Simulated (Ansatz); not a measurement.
P4OsH14⁺, that is cis-OsH2(PH3)4 with one electron fewer. Total charge 1; doublet. Geometry PBE-D4/def2-SVP, that of the neutral singlet; atoms count from 1.

```xyz
19

Os   -0.2486   -0.2040   -0.3531
H     0.0273   -0.8378   -1.8822
P    -0.9315    0.6047    1.7337
H    -1.9232    1.6474    1.8299
H    -0.0346    1.2039    2.6975
H    -1.5665   -0.2690    2.6894
H    -1.8345   -0.6435   -0.6813
P     2.0306    0.2951   -0.1771
H     2.6687    1.1668   -1.1326
H     3.0216   -0.7487   -0.2695
H     2.6296    0.9262    0.9785
P    -0.8065    1.7013   -1.5265
H     0.1998    2.5665   -2.0891
H    -1.5935    2.7529   -0.9331
H    -1.5888    1.5649   -2.7182
P    -0.0508   -2.4032    0.3123
H     1.2335   -3.0466    0.4317
H    -0.6672   -3.4173   -0.4892
H    -0.5654   -2.8597    1.5789
```

In the def2 sets Os takes a core potential; there is no spin–orbit coupling.

(1) Estimate the Mulliken populations from the PBE0/def2-TZVP orbitals of Ansatz.

(2) Where does the spin sit?

(3) And the Mayer bond orders between heavy atoms (over 0.3)?

Results:

(1) 
| atom | charge (e) | spin (α − β) | d electrons |
| --- | --- | --- | --- |
| Os1 | 0.27 | 1.02 | 6.72 |
| H2 | 0.02 | -0.03 | – |
| P3 | -0.30 | -0.01 | – |
| H4 | 0.14 | 0.00 | – |
| H5 | 0.14 | 0.04 | – |
| H6 | 0.14 | 0.00 | – |
| H7 | 0.02 | -0.03 | – |
| P8 | -0.30 | -0.01 | – |
| H9 | 0.14 | 0.00 | – |
| H10 | 0.14 | 0.00 | – |
| H11 | 0.14 | 0.04 | – |
| P12 | -0.14 | -0.01 | – |
| H13 | 0.12 | 0.00 | – |
| H14 | 0.12 | 0.00 | – |
| H15 | 0.14 | 0.00 | – |
| P16 | -0.14 | -0.01 | – |
| H17 | 0.12 | 0.00 | – |
| H18 | 0.14 | 0.00 | – |
| H19 | 0.12 | 0.00 | – |
Mulliken values depend strongly on the basis.

(2) Summed by element: Os 1.02, H 0.03, P -0.05, of 1 unpaired in all. Largest on single atoms: Os1 1.02, H11 0.04, H5 0.04.

(3) Os1–P3 0.64 (2.34 Å); Os1–P8 0.64 (2.34 Å); Os1–P12 0.83 (2.31 Å); Os1–P16 0.83 (2.31 Å).
